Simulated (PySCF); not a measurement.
**Distorted geometries of OsO2F2**

OsO2F2 (triplet). PySCF 2.14.0, UKS BP86, Os def2-SVP with ECP60, O def2-SVP, F def2-SVP; non-relativistic Hamiltonian with scalar-relativistic core potentials where named; density fitting; no spin-orbit coupling. Relaxed geometry:

```xyz
5

Os    0.0000    0.0000    0.1238
O     0.9718    0.9718    1.1683
O    -0.9718   -0.9718    1.1683
F     0.9070   -0.9070   -1.2629
F    -0.9070    0.9070   -1.2629
```

Q: Order these distorted geometries by energy above the relaxed one, lowest first.
A.
```xyz
5

Os    0.0258    0.2277    0.2734
O     0.8426    0.7582    1.2378
O    -0.8376   -0.7244    1.1450
F     0.9843   -0.8965   -1.3356
F    -1.0152    0.6349   -1.3858
```
B.
```xyz
5

Os   -0.2968    0.1007    0.1631
O     0.8778    0.9794    1.3207
O    -0.8855   -1.0049    1.1748
F     0.9796   -0.7592   -1.4062
F    -0.6751    0.6841   -1.3176
```
C.
```xyz
5

Os   -0.0136    0.0082    0.1554
O     0.9308    0.9164    1.1296
O    -0.9021   -0.9464    1.1338
F     0.8525   -0.8836   -1.2244
F    -0.8676    0.9053   -1.2597
```

A: C (0.59 eV), B (3.19 eV), A (8.03 eV).

Q: Which forces (eV/Å) act in the one that lies 0.59 eV up?

A: 
```
Os  -0.36  0.49 -7.00
O    3.60  3.48  4.01
O   -3.51 -3.69  4.11
F    0.63 -0.62 -0.81
F   -0.35  0.33 -0.32
```
Forces carry noise of the integration grid, about 0.01 to 0.03 eV/Å.

Open shells may have lower solutions than the one found.
